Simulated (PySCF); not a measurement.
Species: C4BN4 (charge -1).
Structure used (PBE0-D3(BJ)/def2-SVP), in Å, numbered top down from 1:
```xyz
9
C4BN4 angstrom
N      0.013    2.373   -1.104
C     -0.042    1.306   -0.652
B     -0.121   -0.161   -0.030
C     -0.860   -1.135   -1.056
N     -1.397   -1.840   -1.803
C      1.355   -0.701    0.250
N      2.426   -1.094    0.457
C     -0.937   -0.112    1.341
N     -1.529   -0.075    2.338
```

The calculation used PySCF 2.14.0, delta-SCF UKS SCAN, pcX-2 on the ionised atom, pcseg-1 elsewhere, spin-free X2C. Every row has its own mixed basis.

```csv
ionised atom,basis functions,E(ionised) (Eh),binding energy (eV)
B3,157,-389.21746,193.642
C2,157,-385.74976,288.268
N1,157,-381.59777,401.450
```

Task: Fill in the total energy of each ground state.

Result: With binding energy = E(ionised) − E(ground) and 27.2114 eV a hartree:

```csv
atom,binding energy (Eh),E(ground) (Eh)
B3,7.1162,-396.3337
C2,10.5937,-396.3434
N1,14.7530,-396.3508
```

Task: How much do the ground-state energies differ, and what would follow from using one of them for all holes?

Result: They run from -396.3508 Eh (core basis on N1) to -396.3337 Eh (on B3), 0.0171 Eh or 0.47 eV apart, though the state is the same; only basis and grid differ. Pairing the ion of B3 with the ground state of N1 would put its binding energy 0.47 eV too high.

Only 1s holes are shown. Atoms equivalent by their bonding share one computed value, that of the first of them. The species carries charge -1, so core ionisation leaves a neutral species. The basis sets have no added diffuse functions. Isolated species at its PBE0-D3(BJ)/def2-SVP geometry, gas phase. The geometry's basis has no diffuse functions, a weakness for an anion.

Time: 20 s. Hardware: one thread of an Arm Neoverse V1, on a shared host.
